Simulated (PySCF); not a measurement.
**Electric field gradients and quadrupole coupling constants**

Compound: C6H7NOS.
SMILES with atom numbers: `[CH3:1][S@:2](=[O:3])[c:4]1[cH:5][cH:6][cH:7][n:8][cH:9]1` (hydrogens: H10, H11, H12 on C1; H13 on C5; H14 on C6; H15 on C7; H16 on C9)

Structure used (PBE0-D3(BJ)/def2-SVP), in Å, numbered top down from 1:
```xyz
16
C6H7NOS angstrom
C     -2.5196   -0.5853   -0.2658
S     -1.6332   -0.0092    1.2131
O     -1.9713    1.4475    1.3551
C      0.0211   -0.0659    0.4850
C      0.6337    1.1481    0.2003
C      1.9267    1.1145   -0.3132
C      2.5370   -0.1264   -0.5014
N      1.9516   -1.2871   -0.2101
C      0.7189   -1.2567    0.2828
H     -2.3079    0.1212   -1.0802
H     -2.2048   -1.6057   -0.5266
H     -3.5884   -0.5671   -0.0118
H      0.0801    2.0723    0.3942
H      2.4601    2.0350   -0.5602
H      3.5555   -0.1838   -0.9018
H      0.2628   -2.2242    0.5303
```

Field gradients from the PBE0/pcSseg-1 density (PySCF, non-relativistic), principal values in atomic units, ordered |Vxx| ≤ |Vyy| ≤ |Vzz|:

| atom | Vxx | Vyy | Vzz |
| --- | --- | --- | --- |
| S2 | 0.9486 | 1.1632 | -2.1118 |
| O3 | -0.6638 | -1.2840 | 1.9478 |
| N8 | 0.3671 | 0.7744 | -1.1415 |

Find the asymmetry η = (Vxx − Vyy)/Vzz and the couplings χ = eQV/h (234.96 MHz × Q in barn × V in au), with Q(33S) = −0.0678 b, Q(17O) = −0.0256 b, Q(14N) = 0.02044 b.

```
atom             environment  nucleus     η  χzz (MHz)  χxx (MHz)  χyy (MHz)
  S2         sulfinyl sulfur      33S  0.10      33.64     -15.11     -18.53
  O3         sulfinyl oxygen      17O  0.32     -11.72       3.99       7.72
  N8  pyridine-type nitrogen      14N  0.36      -5.48       1.76       3.72
```

What is Vzz at N8 in SI units (1 au = 9.71736 × 10²¹ V/m²)?

-1.1415 au = -11.092 × 10²¹ V/m².

What couplings would deuterons (Q(2H) = 0.00286 b) have in place of the hydrogens, at this geometry?

```csv
atom,bonded to,bond length (Å),Vzz (au),η,χzz (kHz)
H10,C1,1.099,0.2894,0.04,194
H11,C1,1.099,0.2907,0.05,195
H12,C1,1.099,0.2901,0.05,195
H13,C5,1.095,0.2883,0.02,194
H14,C6,1.092,0.3028,0.06,203
H15,C7,1.096,0.2932,0.06,197
H16,C9,1.098,0.2895,0.07,195
```

Isolated species at its PBE0-D3(BJ)/def2-SVP geometry (one conformer only). The small basis limits the accuracy of the gradients.
